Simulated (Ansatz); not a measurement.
`C=N[SiH2]C` + `OC(F)F` → `C[SiH2]OC(F)F` + `C=N`  (ligand exchange at the Si–N bond)

Gas-phase electronic energies from Ansatz, PBE0-D4/def2-TZVP geometries. CCSD(T)/CBS is the MP2 limit (def2-TZVPP, def2-QZVPP) plus CCSD(T) − MP2 in def2-TZVPP, frozen cores. This one scheme is used for every species. DFT in def2-TZVPP. B3LYP here is the variant with VWN-RPA as its local correlation; programs differ in this. One conformer a species, not always the lowest.

`C=N[SiH2]C`:

Cartesian coordinates in Å:
```
C -0.725 -1.268 -1.655
N -0.547 -0.119 -1.177
Si 0.701 0.273 -0.019
C -0.098 0.983 1.505
H -1.532 -1.451 -2.376
H -0.110 -2.147 -1.401
H 1.511 -0.938 0.326
H 1.590 1.274 -0.664
H -0.701 1.857 1.248
H 0.660 1.289 2.230
H -0.749 0.247 1.982
```

`OC(F)F`:

```xyz
6

O    -0.221    0.346   -1.009
C    -0.188   -0.046    0.279
F     0.668    0.714    1.005
F     0.262   -1.319    0.397
H     0.668    0.279   -1.378
H    -1.189    0.026    0.706
```

`C[SiH2]OC(F)F`:

Cartesian coordinates in Å:
```
C 1.085 -0.996 1.039
Si 0.211 -0.845 -0.589
O -0.085 0.752 -0.995
C -1.048 1.548 -0.506
F -1.364 1.203 0.776
F -0.598 2.814 -0.470
H 0.457 -0.632 1.854
H 2.014 -0.421 1.035
H 1.333 -2.043 1.234
H -1.084 -1.576 -0.576
H 1.052 -1.327 -1.708
H -1.973 1.523 -1.093
```

`C=N`:

Cartesian coordinates in Å:
```
C -0.374 0.090 -0.063
N 0.576 -0.730 0.057
H -0.279 1.178 0.028
H -1.375 -0.292 -0.274
H 1.453 -0.246 0.252
```

| level | ΔE (kJ/mol) | difference from CCSD(T)/CBS |
| --- | --- | --- |
| r2SCAN-D4 | -44.7 | 2.7 |
| ωB97X-V | -47.0 | 0.4 |
| ωB97M-V | -46.4 | 1.0 |
| PBE0 | -39.6 | 7.8 |
| B3LYP | -44.3 | 3.1 |
| HF/def2-TZVPP | -51.0 | -3.6 |
| CCSD/def2-TZVPP | -48.5 | -1.1 |
| HF/def2-QZVPP | -51.7 | -4.3 |
| SCS-MP2/def2-QZVPP | -47.1 | 0.3 |
| MP2/CBS(def2) | -44.4 | 3.0 |
| CCSD(T)/CBS | -47.4 | 0 |

Largest T1 diagnostic among the species: 0.012.

In def2-TZVPP, CCSD(T) changes the Hartree–Fock value by +3.7 kJ/mol (the triples alone add +1.3 kJ/mol) and MP2 by +6.7 kJ/mol.
